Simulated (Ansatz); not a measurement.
Job for Ansatz (an electronic-structure program): R-r2SCAN/def2-TZVPP on CH4Be (SMILES [BeH][CH3]).

Ansatz 0.2 input:
```yaml
crystal:
  periodic: [false, false, false]
  atoms:
    - {symbol: Be, position_ang: [-0.93879435, -0.49374068, -0.13611547]}
    - {symbol: H, position_ang: [-2.10792027, -1.10861978, -0.30562664]}
    - {symbol: C, position_ang: [0.53133285, 0.27944421, 0.07703777]}
    - {symbol: H, position_ang: [1.01090470, -0.00332896, 1.02033873]}
    - {symbol: H, position_ang: [0.42376041, 1.36940462, 0.09049093]}
    - {symbol: H, position_ang: [1.24043546, 0.04084160, -0.72296774]}
basis:
  gaussian:
    orbitals: def2-TZVPP
hamiltonian:
  xc: {name: r2SCAN}
accuracy: high
relax: {f_tol: 0.0005, max_steps: 60}
scf: {lower_state_search: off}
output: {forces: true}
```

It printed:

```
WARN ansatz: RAYON_NUM_THREADS=1 ignored (pool sized by the plan → 1); use --threads N
Functional definition: r2SCAN
these checks for a lower state are left out or cut short: stability, starts, cluster_reference, orbital_swaps, neighbouring_geometries, increment
integrals: 0.15 GiB planned
1969 factors; integrals over basis functions are off by at most 2.0e-9 eV
mean field: 0.37 GiB planned
mean field evaluation 1: about -1494.8466 eV, gradient 5.8e1 eV
mean field evaluation 2: about -1489.2348 eV, gradient 6.7e1 eV
mean field evaluation 4: about -1502.4909 eV, gradient 7.8e-1 eV
mean field evaluation 8: about -1502.4959 eV, gradient 1.2e-2 eV
mean field evaluation 16: about -1502.4959 eV, gradient 5.6e-8 eV
mean field -1502.49589052 eV, -55.2157055482 hartree, gradient 5.8e-8 eV, S^2 0.000000; 0 other end points of the search recorded, 0 dependent functions left out
the calculation of the forces begins
reference -1502.49589161 eV, -55.2157055884 hartree; 7, 7 occupied and 99, 99 virtual orbitals, 1969 factors
relax step   1: F+E_penalty+E_count = -1502.49589052 eV  Δ(F+E_penalty+E_count) = +0.000e0 eV  max|allowed force component| = 9.935e-2 eV/Å  Δτ_max = 0.0000 Å  (15 SCF iters, accepted)
these checks for a lower state are left out or cut short: stability, starts, cluster_reference, orbital_swaps, neighbouring_geometries, increment
integrals: 0.15 GiB planned
1969 factors; integrals over basis functions are off by at most 2.0e-9 eV
mean field: 0.37 GiB planned
mean field -1502.49645960 eV, -55.2157264618 hartree, gradient 2.5e-8 eV, S^2 0.000000; 0 other end points of the search recorded, 0 dependent functions left out
the calculation of the forces begins
reference -1502.49646070 eV, -55.2157265020 hartree; 7, 7 occupied and 99, 99 virtual orbitals, 1969 factors
relax step   2: F+E_penalty+E_count = -1502.49645960 eV  Δ(F+E_penalty+E_count) = -5.691e-4 eV  max|allowed force component| = 3.223e-2 eV/Å  Δτ_max = 0.0058 Å  (19 SCF iters, accepted)
these checks for a lower state are left out or cut short: stability, starts, cluster_reference, orbital_swaps, neighbouring_geometries, increment
integrals: 0.15 GiB planned
1969 factors; integrals over basis functions are off by at most 2.0e-9 eV
mean field: 0.37 GiB planned
mean field evaluation 32: about -1502.4965 eV, gradient 4.6e-9 eV
mean field -1502.49651430 eV, -55.2157284717 hartree, gradient 2.1e-8 eV, S^2 0.000000; 0 other end points of the search recorded, 0 dependent functions left out
the calculation of the forces begins
reference -1502.49651539 eV, -55.2157285119 hartree; 7, 7 occupied and 99, 99 virtual orbitals, 1969 factors
relax step   3: F+E_penalty+E_count = -1502.49651430 eV  Δ(F+E_penalty+E_count) = -5.469e-5 eV  max|allowed force component| = 5.361e-3 eV/Å  Δτ_max = 0.0020 Å  (18 SCF iters, accepted)
these checks for a lower state are left out or cut short: stability, starts, cluster_reference, orbital_swaps, neighbouring_geometries, increment
integrals: 0.15 GiB planned
1969 factors; integrals over basis functions are off by at most 2.0e-9 eV
mean field: 0.37 GiB planned
mean field -1502.49651482 eV, -55.2157284908 hartree, gradient 3.7e-8 eV, S^2 0.000000; 0 other end points of the search recorded, 0 dependent functions left out
the calculation of the forces begins
reference -1502.49651591 eV, -55.2157285310 hartree; 7, 7 occupied and 99, 99 virtual orbitals, 1969 factors
relax step   4: F+E_penalty+E_count = -1502.49651482 eV  Δ(F+E_penalty+E_count) = -5.192e-7 eV  max|allowed force component| = 6.417e-4 eV/Å  Δτ_max = 0.0001 Å  (15 SCF iters, accepted)
these checks for a lower state are left out or cut short: stability, starts, cluster_reference, orbital_swaps, neighbouring_geometries, increment
integrals: 0.15 GiB planned
1969 factors; integrals over basis functions are off by at most 2.0e-9 eV
mean field: 0.37 GiB planned
mean field -1502.49651483 eV, -55.2157284914 hartree, gradient 1.8e-8 eV, S^2 0.000000; 0 other end points of the search recorded, 0 dependent functions left out
the calculation of the forces begins
reference -1502.49651593 eV, -55.2157285316 hartree; 7, 7 occupied and 99, 99 virtual orbitals, 1969 factors
relax step   5: F+E_penalty+E_count = -1502.49651483 eV  Δ(F+E_penalty+E_count) = -1.552e-8 eV  max|allowed force component| = 2.434e-4 eV/Å  Δτ_max = 0.0000 Å  (14 SCF iters, accepted)
Total energy: -1502.49651593 eV, -55.2157285316 hartree
Atom 0 at    -0.939637    -0.494184    -0.136238 Å, force     0.000243     0.000128     0.000035 eV/Å
Atom 1 at    -2.114726    -1.112200    -0.306612 Å, force    -0.000098    -0.000051    -0.000014 eV/Å
Atom 2 at     0.529442     0.278450     0.076763 Å, force     0.000027     0.000014     0.000004 eV/Å
Atom 3 at     1.013797    -0.000523     1.018660 Å, force    -0.000061    -0.000018    -0.000032 eV/Å
Atom 4 at     0.428065     1.368915     0.091045 Å, force    -0.000045    -0.000054    -0.000007 eV/Å
Atom 5 at     1.242779     0.043543    -0.720460 Å, force    -0.000067    -0.000019     0.000014 eV/Å
Dipole moment:     0.122883     0.064628     0.017817 e Å
Checks for a lower state left out: stability, starts, cluster_reference, orbital_swaps, neighbouring_geometries, increment
```

The calculation finished and met its thresholds.

Cost: about 20 core-seconds (a rough figure).
